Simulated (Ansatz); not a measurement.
MnF₃, relaxed as a quintet with UKS r2SCAN-D4/def2-TZVP in Ansatz, starting from the GFN2-xTB geometry. Force threshold 0.02 eV/Å.

Start:

```xyz
4

Mn    0.124    0.026    0.179
F    -0.887   -0.169   -1.220
F     0.274   -1.525    0.817
F     0.489    1.669    0.224
```

```json
{"step": "1", "energy (eV)": "-39474.2265", "largest force component (eV/Å)": "2.077", "SCF passes": "18"}
{"step": "2", "energy (eV)": "-39474.2746", "largest force component (eV/Å)": "0.832", "SCF passes": "28"}
{"step": "3", "energy (eV)": "-39474.3532", "largest force component (eV/Å)": "0.397", "SCF passes": "28"}
{"step": "4", "energy (eV)": "-39474.3566", "largest force component (eV/Å)": "0.114", "SCF passes": "25"}
{"step": "5", "energy (eV)": "-39474.3568", "largest force component (eV/Å)": "0.004", "SCF passes": "26"}
```

Force components are those of the run's own axes.

End:

```xyz
4

Mn    0.1138    0.0216    0.1566
F    -0.8917   -0.1688   -1.2279
F     0.2781   -1.5765    0.8428
F     0.4999    1.7238    0.2285
```

By distances, no bond broke or formed. The bond that changes most is Mn1–F4, from 1.68 to 1.75 Å (atoms count from 1).

No frequencies were taken in this run, so the end may be a saddle point.

Hardware: 2 threads of Intel Xeon 6975P-C on a shared host. Wall time 9.5 s.
